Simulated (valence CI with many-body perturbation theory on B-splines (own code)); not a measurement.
E1 line list for Ti XVI

Calculated by relativistic CI+MBPT: five valence electrons over a frozen Dirac-Fock core [He], radial functions for each j: 11 s, 11 p, 10 d, 8 f, 5 g, 2 h, with the one-electron correlation potential Σ1 (screened to all orders), the two-electron term Σ2, the three-electron term Σ3, Breit, model QED; selected single and double excitations, second order for the rest, scaled by the run's own slope (own B-spline code, finite nucleus).

No measured spectrum was set against this ion. As an estimate, levels of excited configurations hold to 0.05 to 0.15 % of their energy, terms of the ground configuration to about 0.5 %. Among the levels kept, up to 5400 cm⁻¹ of a level comes from second order outside the variational space, and about a tenth of that is noise between levels of different J, which matters for small intervals.

Lines 101 to 150 of 576 in falling wavelength, among levels below 745.16 eV, chosen from the strongest by gf and those to the six lowest levels. Wavelengths and rates use the calculated energies, so an error of 500 cm⁻¹ moves a line at 499.4 Å by 0.25 % and its rate by three times that or more. Electric multipoles are in the length gauge with retardation, E1 and E2 with the static RPA response of the core. Weak lines are less certain than strong ones. Lines between different terms over intervals too small for the method are left out, as are lines whose strength nearly cancels. Where a level lies close to another of its J and parity, the split of strength between their lines is uncertain. The highest levels of a list are the least certain.

Names give the largest LS component (configuration and term), which can be under half, so a name can repeat, a term be missing and a line seem to break the LS rules; names also repeat where a configuration has a term twice. Letters in brackets count levels of one name in rising energy.

```
λ vac (Å)                 Upper                 Lower   A (s⁻¹)  S (a.u.)
    499.4   2s2p³3d ²D°_3/2 [c]    2s2p³3p ⁴P_1/2 [d]  9.47e+08  2.33e-01
    498.6       2s²2p²3d ⁴P_5/2      2s²2p²3p ⁴S°_3/2  6.37e+08  2.34e-01
    497.5    2s2p³3p ²D_5/2 [c]   2s2p³3s ²D°_5/2 [b]  2.07e+09  7.53e-01
    496.6    2s2p³3p ⁴P_3/2 [c]       2s2p³3s ⁴P°_5/2  9.84e+08  2.38e-01
    496.0  2s²2p²3p ²D°_3/2 [b]       2s²2p²3s ²D_3/2  9.04e+08  2.18e-01
    495.2       2s2p³3d ⁴S°_3/2    2s2p³3p ⁴P_3/2 [b]  6.96e+08  1.67e-01
    494.9   2s2p³3d ⁴F°_3/2 [b]    2s2p³3p ⁴D_1/2 [b]  1.65e+09  3.95e-01
    493.8       2s²2p²3d ⁴D_7/2      2s²2p²3p ⁴D°_7/2  6.38e+08  3.03e-01
    493.2   2s2p³3d ²D°_3/2 [a]    2s2p³3p ²D_3/2 [a]  9.38e+08  2.22e-01
    493.0   2s²2p²3d ²F_7/2 [b]  2s²2p²3p ²D°_5/2 [b]  1.64e+09  7.77e-01
    493.0       2s²2p²3d ²G_9/2      2s²2p²3p ²F°_7/2  2.33e+09  1.38e+00
    492.2    2s2p³3p ⁴P_5/2 [c]       2s2p³3s ⁴P°_5/2  1.75e+09  6.19e-01
    491.7       2s²2p²3d ²F_5/2  2s²2p²3p ²D°_3/2 [a]  1.83e+09  6.43e-01
    489.9   2s²2p²3d ²D_5/2 [d]  2s²2p²3p ²P°_3/2 [c]  2.21e+09  7.70e-01
    489.6       2s²2p²3d ⁴F_5/2      2s²2p²3p ⁴D°_3/2  2.08e+09  7.21e-01
    489.0   2s2p³3d ²F°_7/2 [a]    2s2p³3p ²D_5/2 [a]  1.65e+09  7.62e-01
    489.0      2s²2p²3p ⁴S°_3/2       2s²2p²3s ⁴P_5/2  1.80e+09  4.15e-01
    488.9   2s²2p²3d ²F_7/2 [a]  2s²2p²3p ²D°_5/2 [a]  1.91e+09  8.80e-01
    488.7   2s2p³3d ⁴D°_5/2 [d]    2s2p³3p ²P_3/2 [c]  1.30e+09  4.50e-01
    488.7   2s2p³3d ⁴D°_3/2 [d]    2s2p³3p ²P_1/2 [c]  9.95e+08  2.29e-01
    488.2       2s²2p²3d ²G_7/2      2s²2p²3p ²F°_5/2  2.25e+09  1.03e+00
    487.3   2s2p³3d ⁴D°_3/2 [d]    2s2p³3p ²P_3/2 [c]  7.76e+08  1.77e-01
    487.3       2s2p³3d ²G°_7/2    2s2p³3p ²F_5/2 [a]  2.39e+09  1.09e+00
    487.2  2s²2p²3p ²D°_3/2 [b]       2s²2p²3s ²D_5/2  1.12e+09  2.56e-01
    486.4       2s2p³3d ²G°_9/2    2s2p³3p ²F_7/2 [a]  2.53e+09  1.44e+00
    485.5   2s2p³3d ⁴P°_3/2 [b]        2s2p³3p ⁴S_3/2  1.30e+09  2.93e-01
    483.7    2s2p³3p ⁴P_1/2 [c]       2s2p³3s ⁴P°_3/2  2.43e+09  2.71e-01
    483.5   2s2p³3d ²F°_5/2 [a]    2s2p³3p ²D_5/2 [a]  7.18e+08  2.40e-01
    483.4   2s2p³3d ⁴P°_5/2 [b]        2s2p³3p ⁴S_3/2  1.41e+09  4.71e-01
    482.6       2s²2p²3d ⁴D_7/2      2s²2p²3p ⁴P°_5/2  1.66e+09  7.35e-01
    479.5       2s²2p²3d ⁴P_3/2      2s²2p²3p ⁴S°_3/2  1.22e+09  2.66e-01
    478.5       2s²2p²3d ⁴D_5/2      2s²2p²3p ⁴P°_3/2  1.63e+09  5.29e-01
    475.7    2s2p³3p ⁴P_5/2 [c]       2s2p³3s ⁴P°_3/2  9.15e+08  2.92e-01
    473.3   2s2p³3d ²F°_7/2 [b]    2s2p³3p ²D_5/2 [b]  2.43e+09  1.02e+00
    472.2    2s2p³3p ⁴P_3/2 [c]       2s2p³3s ⁴P°_1/2  1.25e+09  2.60e-01
    472.0       2s²2p²3d ⁴D_5/2      2s²2p²3p ⁴D°_5/2  4.83e+08  1.50e-01
    472.0  2s²2p²3p ²D°_5/2 [b]       2s²2p²3s ²D_5/2  2.10e+09  6.54e-01
    470.8    2s2p³3p ²S_1/2 [a]   2s2p³3s ²P°_3/2 [a]  1.70e+09  1.75e-01
    470.7   2s2p³3d ⁴D°_7/2 [b]        2s2p³3p ⁴F_7/2  7.45e+08  3.07e-01
    470.5   2s2p³3d ²F°_5/2 [b]    2s2p³3p ²D_3/2 [b]  2.07e+09  6.40e-01
    470.0   2s2p³3d ²F°_5/2 [a]    2s2p³3p ²D_3/2 [a]  1.21e+09  3.71e-01
    469.7       2s²2p²3d ⁴P_1/2      2s²2p²3p ⁴S°_3/2  1.60e+09  1.63e-01
    466.2   2s2p³3d ²D°_3/2 [b]    2s2p³3p ²P_1/2 [b]  1.12e+09  2.25e-01
    466.1   2s2p³3d ⁴D°_3/2 [a]    2s2p³3p ⁴P_1/2 [a]  1.22e+09  2.44e-01
    465.7       2s²2p²3d ⁴D_3/2      2s²2p²3p ⁴P°_1/2  1.27e+09  2.53e-01
    465.4       2s²2p²3d ⁴F_3/2  2s²2p²3p ⁴D°_1/2 [a]  1.71e+09  3.40e-01
    464.7   2s2p³3d ²D°_5/2 [b]    2s2p³3p ²D_5/2 [b]  6.92e+08  2.06e-01
    464.3   2s2p³3d ²P°_3/2 [b]    2s2p³3p ²S_1/2 [a]  1.54e+09  3.05e-01
    464.2  2s²2p²3p ²D°_5/2 [a]       2s²2p²3s ⁴P_5/2  5.04e+08  1.49e-01
    464.0   2s²2p²3d ²D_3/2 [c]  2s²2p²3p ²P°_1/2 [c]  2.22e+09  4.37e-01
```
